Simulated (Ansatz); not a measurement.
Reaction (cleavage of the Ge–Al bond): `F[CH2][AlH][GeH3]` + `[CH3][Al]([OH])[F]` → `[CH3][Al]([F])[O][GeH3]` + `F[CH2][AlH2]`

Calculated with Ansatz (gas phase, PBE0-D4/def2-TZVP geometries, no zero-point term in ΔE). CBS: MP2 limit from def2 TZ/QZ plus the TZ coupled-cluster correction, frozen cores. DFT in def2-TZVPP. B3LYP here is the variant with VWN-RPA as its local correlation; programs differ in this. For Ge outer-core shells are correlated without core-valence functions, which leaves a few kJ/mol of doubt a bond. Scalar relativity is left out up to krypton. One conformer a species, not always the lowest.

Question: Is it downhill or uphill in electronic energy at CCSD(T)/CBS, and by how much? (Estimate.)

Answer: The calculation gave: Nearly level: ΔE = 0.0 kcal/mol.

Question: What do these levels give: PBE-D4, r2SCAN-D4, PBE0-D4, B3LYP-D4, ωB97M-V, B2PLYP, B3LYP, CCSD(T)/def2-TZVPP, HF/def2-QZVPP, SCS-MP2/def2-QZVPP, HF/CBS(def2), MP2/CBS(def2)? (Estimate.)

Answer: The calculation gave: PBE-D4 3.7, r2SCAN-D4 0.8, PBE0-D4 2.5, B3LYP-D4 -0.7, ωB97M-V -0.9, B2PLYP -1.7, B3LYP -0.5, CCSD(T)/def2-TZVPP -1.3, HF/def2-QZVPP -7.4, SCS-MP2/def2-QZVPP -3.6, HF/CBS(def2) -7.5, MP2/CBS(def2) -1.0 kcal/mol.

Largest T1 diagnostic among the species: 0.012.

From PBE to PBE0 (25 % exact exchange), in def2-TZVPP and without D4, ΔE moves by −1.3 kcal/mol. In def2-TZVPP, CCSD(T) changes the Hartree–Fock value by +5.6 kcal/mol (the triples alone add +0.4 kcal/mol) and MP2 by +4.6 kcal/mol.
